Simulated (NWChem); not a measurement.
System meant: SiHI2F; SMILES F[SiH](I)I

The following NWChem deck was run.

```
start job
memory heap 200 mb stack 900 mb global 1100 mb
geometry units angstroms noautoz
  Si     0.945883     0.453676     0.000000
  F      2.279035    -0.486404     0.000000
  I     -0.337079    -0.024445     2.023994
  I     -0.337079    -0.024445    -2.023994
  H      1.378088     1.883072     0.000000
end
basis spherical
  Si library def2-svp
  F library def2-svp
  I library def2-svp
  H library def2-svp
end
dft
  xc b3lyp
  iterations 150
  mulliken
end
task dft energy
```

End of the output:

```
             Grid Information
             ----------------
          Grid used for XC integration:  medium
          Radial quadrature: Mura-Knowles
          Angular quadrature: Lebedev.
          Tag              B.-S. Rad. Rad. Pts. Rad. Cut. Ang. Pts.
          ---              ---------- --------- --------- ---------
          Si                  1.10       88           9.0       590
          F                   0.50       49          10.0       434
          I                   1.40      123          11.0       590
          H                   0.35       45          10.0       434
          Grid pruning is: on
          Number of quadrature shells:   305
          Spatial weights used:  Erf1

          Convergence Information
          -----------------------
          Convergence aids based upon iterative change in
          total energy or number of iterations.
          Levelshifting, if invoked, occurs when the
          HOMO/LUMO gap drops below (HL_TOL):  1.00D-02
          DIIS, if invoked, will attempt to extrapolate
          using up to (NFOCK): 10 stored Fock matrices.

                    Damping( 0%)  Levelshifting(0.5)       DIIS
                  --------------- ------------------- ---------------
          dE  on:    start            ASAP                start
          dE off:    2 iters        150 iters           150 iters

      Screening Tolerance Information
      -------------------------------
          Density screening/tol_rho:  1.00D-10
          AO Gaussian exp screening on grid/accAOfunc:  14
          CD Gaussian exp screening on grid/accCDfunc:  20
          XC Gaussian exp screening on grid/accXCfunc:  20
          Schwarz screening/accCoul:  1.00D-08

      Superposition of Atomic Density Guess
      -------------------------------------

      charge =      53.0 I (Iodine)

      symmetry species            s     p     d     f
      number of basis functions =10     7     6
      number of cont. functions = 4     4     2
      number of closed shells   = 5     3     2
      number of open shells     = 0     1     0
      open shell occupation     = 0     5     0
 ------------------------------------------------------------------------
 atomscf:atomd: error in atom scf                   0
 ------------------------------------------------------------------------
 ------------------------------------------------------------------------
  current input line :
    21: task dft energy
 ------------------------------------------------------------------------
 ------------------------------------------------------------------------
 This error has not yet been assigned to a category
 ------------------------------------------------------------------------
 For more information see the NWChem manual at https://nwchemgit.github.io

0:atomscf:atomd: error in atom scf:Received an Error in Communication
```

Task: Can this run be used? If not, why, and what is the fix?

Result: The run crashed. Cause: the def2 basis of a heavy element holds valence functions alone and wants its effective core potential (without it all electrons must fit into that basis). This input runs:
```
start job
memory heap 200 mb stack 900 mb global 1100 mb
geometry units angstroms noautoz
  Si     0.945883     0.453676     0.000000
  F      2.279035    -0.486404     0.000000
  I     -0.337079    -0.024445     2.023994
  I     -0.337079    -0.024445    -2.023994
  H      1.378088     1.883072     0.000000
end
basis spherical
  * library def2-svp
end
ecp
  I library def2-ecp
end
dft
  xc b3lyp
  iterations 150
  mulliken
end
task dft energy
```
It converges to -985.50168 Ha (B3LYP/def2-SVP with def2 effective core potentials on I).
